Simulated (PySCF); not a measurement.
F3OSi, SMILES [Si](F)(F)([O])F, multiplicity 2. Geometry optimised at B3LYP-D3(BJ)/def2-SVP. The isomer is the one that the SMILES or the coordinates give; other isomers of the formula were not compared.

Level of theory: B3LYP-D3(BJ)/def2-SVP (PySCF).

Harmonic wavenumbers (cm⁻¹): 104, 237, 338, 352, 369, 759, 964, 1009, 1024. Rotational constants (GHz): 4.165, 3.990, 3.870; symmetry number 1.

Problem. Work out the zero-point energy and the ideal-gas rigid-rotor harmonic-oscillator thermochemistry at 298.15 K and 1 atm.

Solution. ZPE = ½ Σ hcν = ½ × 5157 cm⁻¹ = 30.85 kJ/mol. H − E(el) = 47.35 kJ/mol. Entropy in J/(mol K): translation 166.31, rotation 108.85, vibration 38.44, spin 5.76, total 319.37. G − E(el) = -47.87 kJ/mol. Cp = 76.33 J/(mol K). Modes under 150 cm⁻¹ make the vibrational entropy uncertain.
